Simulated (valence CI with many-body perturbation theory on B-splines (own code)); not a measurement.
# Energy levels of Ag⁸⁺

Method: valence CI with perturbative core correlation (CI+MBPT): three valence electrons over a frozen Dirac-Fock core [Kr], a basis of 9 s, 9 p, 10 d, 8 f, 5 g, 3 h, 1 i functions for each j, with the one-electron correlation potential Σ1 (screened to all orders), the two-electron term Σ2, the three-electron term Σ3, Breit, model QED; selected single and double excitations, second order for the rest, scaled by the run's own slope (own B-spline code, finite nucleus).

No measured levels were compared; by estimate terms of the open shell hold to 2 to 4 % of their energy, and close levels can change places; different configurations can be misplaced against each other by 1,000 to 8,000 cm⁻¹. Core correlation moves these levels by up to 15000 cm⁻¹, and in measured spectra 5 to 20 % of such shifts remained as error; rates that hang on mixing are uncertain with them. The list stops below the first excitations out of the core. Only levels of the ground parity were solved; by the run's estimate the other parity begins above the list, which can be wrong where configurations are misplaced.

Levels 1 to 26 of 26, with energies above the lowest level, 4d3 4F_3/2. "Leading %" is the weight of the configuration and term that name the level; weights of strongly mixed levels are sums over their largest components and can fall short. Lifetimes count E1, E2, E3, M1 and M2 decay at the calculated energies, and are blank where another channel may lead or the interval is too uncertain; long ones can be off by a factor of two.

```tsv
No.	Configuration	Term	J	E (cm⁻¹)	Leading %	g	Lifetime
1	4d3	4F	3/2	0	95	0.418	
2	4d3	4F	5/2	3108	98	1.031	797 ms
3	4d3	4F	7/2	6530	97	1.229	598 ms
4	4d3	4F	9/2	9877	91	1.312	1.04 s
5	4d3	4P	3/2	18023	68	1.562	274 ms
6	4d3	4P	1/2	18796	87	2.409	2.56 s
7	4d3	2G	7/2	22008	96	0.900	84.7 ms
8	4d3	2G	9/2	22985	47	1.033	91.6 ms
9	4d3	4P	5/2	23393	96	1.587	400 ms
10	4d3	2D	3/2	27675	52	1.132	31.1 ms
11	4d3	2P	1/2	29329	87	0.927	88.7 ms
12	4d3	2H	11/2	30810	100	1.090	298 ms
13	4d3	2H	9/2	31866	53	1.007	61.6 ms
14	4d3	2D	5/2	33918	95	1.206	41.9 ms
15	4d3	2P	3/2	37228	57	1.152	32.4 ms
16	4d3	2F	7/2	44648	98	1.139	80.5 ms
17	4d3	2F	5/2	45244	96	0.870	108 ms
18	4d3	2D	5/2	69486	95	1.191	11.6 ms
19	4d3	2D	3/2	69912	99	0.800	15.7 ms
20	4d2 5s	4F	3/2	329470	96	0.413	2.49 μs
21	4d2 5s	4F	5/2	331580	88	1.021	2.35 μs
22	4d2 5s	4F	7/2	335710	96	1.234	2.40 μs
23	4d2 5s	4F	9/2	340280	97	1.329	2.41 μs
24	4d2 5s	2F	5/2	341380	85	0.891	1.56 μs
25	4d2 5s	2F	7/2	348230	91	1.133	1.51 μs
26	4d2 5s	4P	1/2	348960	96	2.627	2.05 μs
```

Names give the largest LS component (configuration and term), which can be under half, so a name can repeat, a term be missing and a line seem to break the LS rules; names also repeat where a configuration has a term twice.

The ionisation energy to 4d2 3F_2 of the next ion comes out as 146.41 eV (NIST: 145.1 ± 2.2 eV (theoretical)). All 26 levels together are meant to be complete up to 349080 cm⁻¹.
